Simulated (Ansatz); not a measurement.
One change: `B[C](=C)[GaH][CH3]` becomes `B[C](=C)[AlH][F]`.

Ansatz, PBE0-D4/def2-TZVP geometries, multiplicity 1. Each molecule was computed in one conformer, which needn't be the lowest.

Scalar relativity is left out up to krypton.

| property | `B[C](=C)[GaH][CH3]` |
| --- | --- |
| size of the dipole moment (B3LYP/def2-TZVPP) / D | 1.01 |
| zero-point energy (PBE0-D4/def2-TZVP) / kJ/mol | 248.6 |
| LUMO energy (PBE0/def2-TZVPP) / eV | -1.50 |
| HOMO–LUMO gap (PBE/def2-TZVPP) / eV | 3.93 |
| HOMO energy (ωB97M-V/def2-TZVPP) / eV | -9.51 |
| size of the dipole moment (ωB97M-V/def2-TZVPP) / D | 1.04 |

(1) What does the change do to each property? (An estimate is asked.)

Answers

(1) Computed: 
```
                                          property  `B[C](=C)[AlH][F]`  shift
  size of the dipole moment (B3LYP/def2-TZVPP) / D                2.48   1.47
    zero-point energy (PBE0-D4/def2-TZVP) / kJ/mol               162.3  -86.3
                LUMO energy (PBE0/def2-TZVPP) / eV               -2.42  -0.92
               HOMO–LUMO gap (PBE/def2-TZVPP) / eV                3.27  -0.66
             HOMO energy (ωB97M-V/def2-TZVPP) / eV              -10.14  -0.63
size of the dipole moment (ωB97M-V/def2-TZVPP) / D                2.43   1.39
```

With PBE0 the HOMO falls by 0.58 eV and the LUMO falls by 0.92 eV, so the gap narrows by about 0.34 eV. PBE moves the HOMO by -0.42 eV and ωB97M-V by -0.63 eV. The zero-point energy changes by -86.3 kJ/mol with -9 modes. Dipoles are sizes alone; their direction can turn.

Positive LUMOs are unbound, so they and the gaps depend on the basis.

B3LYP here is the variant with VWN-RPA as its local correlation; programs differ in this.
